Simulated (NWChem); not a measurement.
All runs are NWChem calculations. System: CNO, charge 0, spin multiplicity 2, at a geometry optimised with UB3LYP/def2-SVP. The structure started from a generated list of species. Its SCF solution wasn't tested for a lower state. Level: UHF/def2-TZVP.

Job file:

```
start mol
memory heap 200 mb stack 900 mb global 1100 mb
geometry units angstroms nocenter noautoz
  O      0.000000     0.000000     1.139506
  C      0.000000     0.000000    -0.040871
  N      0.000000     0.000000    -1.267260
  symmetry group C2v
end
basis spherical
  * library def2-tzvp
end
scf
  uhf
  nopen 1
  maxiter 100
  thresh 1e-7
  semidirect memsize 60000000 filesize 0
  # guess.movecs holds the orbitals of an unrestricted PBE0 run
  vectors input guess.movecs output mol.movecs
end
task scf energy
```

Part of the output:

```
             Northwest Computational Chemistry Package (NWChem) 7.3.0
             --------------------------------------------------------

                                NWChem Input Module
                                -------------------

 Scaling coordinates for geometry "geometry" by  1.889725989
 (inverse scale =  0.529177249)

 Turning off AUTOSYM since
 SYMMETRY directive was detected!

                             Geometry "geometry" -> ""
                             -------------------------

 Output coordinates in angstroms (scale by  1.889725989 to convert to a.u.)

  No.       Tag          Charge          X              Y              Z
 ---- ---------------- ---------- -------------- -------------- --------------
    1 O                    8.0000     0.00000000     0.00000000     1.13950600
    2 C                    6.0000     0.00000000     0.00000000    -0.04087100
    3 N                    7.0000     0.00000000     0.00000000    -1.26726000

 Effective nuclear repulsion energy (a.u.)      51.9544075690

            Nuclear Dipole moment (a.u.)
            ----------------------------
        X                 Y               Z
 ---------------- ---------------- ----------------
     0.0000000000     0.0000000000     0.0000037795

      Symmetry information
      --------------------

 Group name             C2v
 Group number             16
 Group order               4
 No. of unique centers     3

      Symmetry unique atoms

     1    2    3


 Summary of "ao basis" -> "" (spherical)
 ------------------------------------------------------------------------------
       Tag                 Description            Shells   Functions and Types
 ---------------- ------------------------------  ------  ---------------------
 *                         def2-tzvp                  on all atoms

 Summary of "ao basis" -> "ao basis" (spherical)
 ------------------------------------------------------------------------------
       Tag                 Description            Shells   Functions and Types
 ---------------- ------------------------------  ------  ---------------------
 O                         def2-tzvp                11       31   5s3p2d1f
 C                         def2-tzvp                11       31   5s3p2d1f
 N                         def2-tzvp                11       31   5s3p2d1f

                                 NWChem SCF Module
                                 -----------------

  ao basis        = "ao basis"
  functions       =    93
  atoms           =     3
  alpha electrons =    11
  beta  electrons =    10
  charge          =   0.00
  wavefunction    = UHF
  use symmetry    = T
  symmetry adapt  = T

 Summary of "ao basis" -> "ao basis" (spherical)
 ------------------------------------------------------------------------------
       Tag                 Description            Shells   Functions and Types
 ---------------- ------------------------------  ------  ---------------------
 O                         def2-tzvp                11       31   5s3p2d1f
 C                         def2-tzvp                11       31   5s3p2d1f
 N                         def2-tzvp                11       31   5s3p2d1f

      Symmetry analysis of basis
      --------------------------

        a1         42
        a2          9
        b1         21
        b2         21

 Forming initial guess at       0.0s

   Symmetry analysis of molecular orbitals - initial alpha
   -------------------------------------------------------
[...]
   Bfn.  Coefficient  Atom+Function         Bfn.  Coefficient  Atom+Function
  ----- ------------  ---------------      ----- ------------  ---------------
    66      0.363893  3 N  s                 70     -0.331561  3 N  pz
    73     -0.263361  3 N  pz                67      0.215323  3 N  s
    65      0.212169  3 N  s                 39      0.187680  2 C  pz
    35     -0.163435  2 C  s

 Vector    9  Occ=1.000000D+00  E=-5.923774D-01  Symmetry=b2
              MO Center= -1.0D-15, -5.6D-15,  4.7D-01, r^2= 1.1D+00
   Bfn.  Coefficient  Atom+Function         Bfn.  Coefficient  Atom+Function
  ----- ------------  ---------------      ----- ------------  ---------------
    38      0.315946  2 C  py                41      0.301777  2 C  py
     7      0.282031  1 O  py                10      0.252198  1 O  py

 Vector   10  Occ=1.000000D+00  E=-4.529328D-01  Symmetry=b1
              MO Center=  3.5D-17, -1.1D-16, -4.6D-01, r^2= 1.8D+00
   Bfn.  Coefficient  Atom+Function         Bfn.  Coefficient  Atom+Function
  ----- ------------  ---------------      ----- ------------  ---------------
    68      0.325057  3 N  px                71      0.294464  3 N  px
     6     -0.259803  1 O  px                 9     -0.235531  1 O  px
    74      0.204714  3 N  px                12     -0.182801  1 O  px
    40      0.160129  2 C  px                37      0.152994  2 C  px

 Vector   11  Occ=0.000000D+00  E=-1.746507D-02  Symmetry=b2
              MO Center=  1.7D-16,  1.8D-16, -2.7D-01, r^2= 2.2D+00
   Bfn.  Coefficient  Atom+Function         Bfn.  Coefficient  Atom+Function
  ----- ------------  ---------------      ----- ------------  ---------------
    13      0.334951  1 O  py                75     -0.294661  3 N  py
     7      0.261316  1 O  py                69     -0.245487  3 N  py
    10      0.235667  1 O  py                72     -0.208171  3 N  py
    41     -0.164623  2 C  py                44     -0.165261  2 C  py
    38     -0.158306  2 C  py

 Vector   12  Occ=0.000000D+00  E= 1.428943D-01  Symmetry=a1
              MO Center= -8.8D-16,  9.1D-16,  7.4D-02, r^2= 4.4D+00
   Bfn.  Coefficient  Atom+Function         Bfn.  Coefficient  Atom+Function
  ----- ------------  ---------------      ----- ------------  ---------------
    36      3.660549  2 C  s                 67     -2.175927  3 N  s
     5     -1.667469  1 O  s                 35      1.200663  2 C  s
    76     -0.893677  3 N  pz                14      0.665348  1 O  pz
    66     -0.506930  3 N  s                 53      0.445369  2 C  d  0
    73     -0.319260  3 N  pz                 4     -0.313463  1 O  s

 Vector   13  Occ=0.000000D+00  E= 2.041340D-01  Symmetry=b1
              MO Center=  1.1D-15,  1.7D-16, -3.1D-01, r^2= 2.4D+00
   Bfn.  Coefficient  Atom+Function         Bfn.  Coefficient  Atom+Function
  ----- ------------  ---------------      ----- ------------  ---------------
    43      1.005727  2 C  px                74     -0.732927  3 N  px
    12     -0.464497  1 O  px                40      0.361529  2 C  px
    37      0.311705  2 C  px                68     -0.262277  3 N  px
     6     -0.210933  1 O  px                71     -0.210239  3 N  px
     9     -0.178217  1 O  px

 center of mass
 --------------
 x =   0.00000000 y =   0.00000000 z =  -0.00043585

 moments of inertia (a.u.)
 ------------------
         154.545727105782           0.000000000000           0.000000000000
           0.000000000000         154.545727105782           0.000000000000
           0.000000000000           0.000000000000           0.000000000000

  Mulliken analysis of the total density
  --------------------------------------

    Atom       Charge   Shell Charges
 -----------   ------   -------------------------------------------------------
    1 O    8     8.25   0.79  1.18  0.59  0.97  0.32  1.81  1.89  0.66  0.01  0.03  0.00
    2 C    6     5.44   0.86  1.12  0.58  0.29  0.01  1.18  1.01  0.18  0.05  0.15  0.03
    3 N    7     7.30   0.82  1.15  0.59  0.96  0.32  1.34  1.48  0.59  0.01  0.04  0.00

  Mulliken analysis of the alpha density
  --------------------------------------

    Atom       Charge   Shell Charges
 -----------   ------   -------------------------------------------------------
    1 O    8     4.37   0.40  0.59  0.30  0.49  0.16  1.02  1.05  0.34  0.00  0.01  0.00
    2 C    6     2.53   0.43  0.56  0.28  0.13  0.00  0.52  0.43  0.06  0.03  0.08  0.02
    3 N    7     4.10   0.41  0.58  0.31  0.50  0.15  0.84  0.93  0.35  0.01  0.02  0.00

   Mulliken analysis of the beta density
   -------------------------------------

    Atom       Charge   Shell Charges
 -----------   ------   -------------------------------------------------------
    1 O    8     3.88   0.40  0.59  0.29  0.47  0.16  0.79  0.84  0.32  0.00  0.02  0.00
    2 C    6     2.92   0.43  0.56  0.30  0.16  0.00  0.66  0.59  0.11  0.02  0.06  0.01
    3 N    7     3.20   0.41  0.58  0.29  0.46  0.16  0.50  0.55  0.24  0.00  0.02  0.00

   Mulliken analysis of the spin density
   -------------------------------------

    Atom       Charge   Shell Charges
 -----------   ------   -------------------------------------------------------
    1 O    8     0.49   0.00 -0.00  0.01  0.02 -0.00  0.24  0.21  0.02 -0.00 -0.00 -0.00
    2 C    6    -0.39  -0.00  0.00 -0.03 -0.03 -0.00 -0.14 -0.16 -0.05  0.01  0.02  0.00
    3 N    7     0.90   0.00 -0.00  0.02  0.04 -0.01  0.35  0.38  0.11  0.00  0.00 -0.00

       Multipole analysis of the density wrt the origin
       ------------------------------------------------

     L   x y z        total         alpha         beta         nuclear
     -   - - -        -----         -----         ----         -------
     0   0 0 0     -0.000000    -11.000000    -10.000000     21.000000

     1   1 0 0      0.000000      0.000000     -0.000000      0.000000
     1   0 1 0      0.000000     -0.000000      0.000000      0.000000
     1   0 0 1      0.302749      0.683512     -0.380766      0.000004

     2   2 0 0    -11.930089     -6.035524     -5.894565      0.000000
     2   1 1 0     -0.000000     -0.000000     -0.000000      0.000000
     2   1 0 1     -0.000000     -0.000000      0.000000      0.000000
     2   0 2 0    -10.933042     -6.037825     -4.895217      0.000000
     2   0 1 1     -0.000000      0.000000     -0.000000      0.000000
     2   0 0 2    -15.343076    -49.689048    -42.929894     77.275865

 Task  times  cpu:        1.1s     wall:        1.1s

 Total times  cpu:        1.1s     wall:        1.1s
```
